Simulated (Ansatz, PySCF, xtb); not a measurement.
Energy difference R1 + R2 → P1, each structure at its B3LYP-D3(BJ)/def2-TZVP stationary point, reached from a drawn start (curvature not checked).
R1: OSi (SMILES [O+]#[Si-]), charge 0, multiplicity 1.
P1, Cl2OSi (SMILES O=[Si](Cl)Cl) (charge 0, multiplicity 1):
```xyz
4

Si     0.2107     0.0000     0.0000
O      1.7206     0.0000     0.0000
Cl    -0.9657     1.6384     0.0000
Cl    -0.9657    -1.6384     0.0000
```
R2: Cl2 (SMILES ClCl), charge 0, multiplicity 1.

```
level                                  reaction energy (kcal/mol)
-------------------------------------  --------------------------
GFN1-xTB                                                  -120.50
GFN2-xTB                                                   -84.59
HF/cc-pV(D+d)Z                                             -88.28
HF/cc-pV(T+d)Z                                             -89.51
BLYP-D3(BJ)/def2-TZVPP                                     -81.82
revPBE-D3(BJ)/def2-TZVPP                                   -86.33
B97M-V/def2-TZVPP                                          -94.22
BHLYP/def2-TZVPP                                           -89.13
CAM-B3LYP-D3(BJ)/def2-TZVPP                                -88.22
wB97X-V/def2-TZVPP                                         -90.88
wB97M-V/def2-TZVPP                                         -87.12
B2PLYP/def2-TZVPP                                          -86.82
B2PLYP-D3(BJ)/def2-TZVPP                                   -88.70
MP2/cc-pV(D+d)Z                                            -89.12
MP2/cc-pV(Q+d)Z                                            -93.98
SCS-MP2/cc-pV(T+d)Z                                        -87.86
SCS-MP2/cc-pV(Q+d)Z                                        -89.74
CCSD/cc-pV(T+d)Z                                           -86.20
CCSD/cc-pV(Q+d)Z                                           -88.79
CCSD(T)/CBS(cc-pV(T+d)Z, cc-pV(Q+d)Z)                      -90.22
```

P less R. No zero-point or thermal terms.

Cores are frozen in the correlated methods. CBS: X⁻³ extrapolation of the correlation energy, Hartree–Fock from the larger set.

Codes used: Ansatz (a first-principles code) with Gaussian orbitals; PySCF for the D3/D4 terms; xtb for the GFN methods. All values are computed, each at the level named.
